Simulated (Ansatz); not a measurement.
## A ladder of methods for InHCl (SMILES [Cl][InH])

The species is InHCl (3 atoms), meant as a doublet with charge 0. SMILES: `[Cl][InH]`. The coordinates come from a PBE0-D4/def2-TZVP relaxation.

```
atom    x (Å)    y (Å)    z (Å)
  Cl  -1.6498   0.3968  -0.8674
  In   0.4095   0.5424   0.2861
   H   1.2294  -1.0039   0.5681
```

Quantity: the energy change with the In2–H3 bond stretched from 1.773 to 2.659 Å, in eV. The values are calculated.

```json
{"level": "USVWN5/STO-3G", "kind": "LDA", "program": "Ansatz", "value (eV)": "2.52", "less FCI/STO-3G": "+0.49"}
{"level": "UBHLYP/STO-3G", "kind": "global hybrid", "program": "Ansatz", "value (eV)": "2.35", "less FCI/STO-3G": "+0.32"}
{"level": "UB2PLYP/STO-3G", "kind": "double hybrid", "program": "Ansatz", "value (eV)": "2.29", "less FCI/STO-3G": "+0.26"}
{"level": "RPA@PBE/STO-3G", "kind": "RPA", "program": "Ansatz", "value (eV)": "2.08", "less FCI/STO-3G": "+0.05"}
{"level": "UMP2/STO-3G", "kind": "perturbation theory", "program": "Ansatz", "value (eV)": "2.22", "less FCI/STO-3G": "+0.19"}
{"level": "UCCSD(T)/STO-3G", "kind": "coupled cluster or CI", "program": "Ansatz", "value (eV)": "2.03", "less FCI/STO-3G": "0.00"}
{"level": "UCCSDT(Q)/STO-3G", "kind": "coupled cluster or CI", "program": "Ansatz", "value (eV)": "2.03", "less FCI/STO-3G": "0.00"}
{"level": "FCI/STO-3G", "kind": "exact in the basis", "program": "Ansatz", "value (eV)": "2.03", "less FCI/STO-3G": "0.00"}
```

FCI/STO-3G is exact within its basis and frozen core, so for wave-function methods in that basis the difference is their error; functionals converge differently with the basis, so for them it is only a difference. All-electron rows without a relativistic Hamiltonian named are non-relativistic. The first shape isn't each level's own minimum. The values span 2.03 to 2.52 eV. Spin contamination of the reference (⟨S²⟩ at least 0.1 too high) touches UMP2/STO-3G, UCCSD(T)/STO-3G, UCCSDT(Q)/STO-3G. All rows use very small basis sets, so even the best lies far from the true value. In the correlated wave-function rows the outer d shell of In is correlated, in sets not made for it.
